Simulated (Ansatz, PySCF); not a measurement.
C₂H₈GeO₂ (SMILES CC[O][GeH2][OH]), singlet, at a GFN2-xTB geometry, atoms displaced at random by about 0.08 Å a coordinate. Base run: HF/STO-3G, gradient in PySCF.

Here is a job for PySCF.
```python
from pyscf import gto, scf

mol = gto.Mole()
mol.atom = '''
    Ge    0.84308522    0.14531790    0.71823151
    O     1.58326785   -0.19837829   -0.89290587
    O    -0.95765044   -0.31952726    0.40706232
    C    -1.80677229    0.48485057   -0.65903253
    C    -2.95928539   -0.63468758   -1.01225392
    H     1.22957405    1.52655399    0.88997064
    H     1.19656667   -0.88384185    1.61788608
    H     1.67690039   -0.99378923   -1.35901993
    H    -1.20039057    0.43656807   -1.64099338
    H    -2.31241131    1.22892360   -0.31368050
    H    -3.53882349   -0.14813463   -1.69010022
    H    -2.36250384   -1.58745943   -1.28691336
    H    -3.45515775   -1.02947182   -0.01467747
'''
mol.basis = 'sto-3g'
mol.verbose = 4
mol.build()

mf = scf.RHF(mol)
mf.kernel()
g = mf.nuc_grad_method()
grad = g.kernel()
```

Programs used: Ansatz (a quantum-chemistry and plane-wave program), PySCF; a row that names a program was run with it.

The coordinate followed is z of atom 10.

The base run was repeated with changes; each row names its change, and settings that it needs were set with it.

```
change                                                  dE/dx (Eh/bohr)  net force (Eh/bohr)
------------------------------------------------------  ---------------  -------------------
base                                                          -0.047750             0.000000
finite difference step (bohr) = 0.2; conv_tol = 1e-11               [?]                    -
finite difference step (bohr) = 0.05; conv_tol = 1e-11        -0.047619                    -
code = ansatz                                                 -0.047749             0.000000
conv_tol = 1e-4                                               -0.047766             0.000000
finite difference step (bohr) = 1e-3; conv_tol = 1e-11        -0.047751                    -
finite difference step (bohr) = 0.01; conv_tol = 1e-11        -0.047745                    -
finite difference step (bohr) = 1e-5; conv_tol = 1e-11        -0.047750                    -
conv_tol = 1e-6                                               -0.047750             0.000000
density fitting = on                                          -0.047750             0.000000
conv_tol = 1e-11                                              -0.047751             0.000000
density fitting = on; auxbasis_response = off                 -0.047770             0.002101
```

Task: Some entries are withheld; supply them.

Result: 
- finite difference step (bohr) = 0.2; conv_tol = 1e-11, dE/dx (Eh/bohr): -0.045668

The net force is zero for an exact gradient.
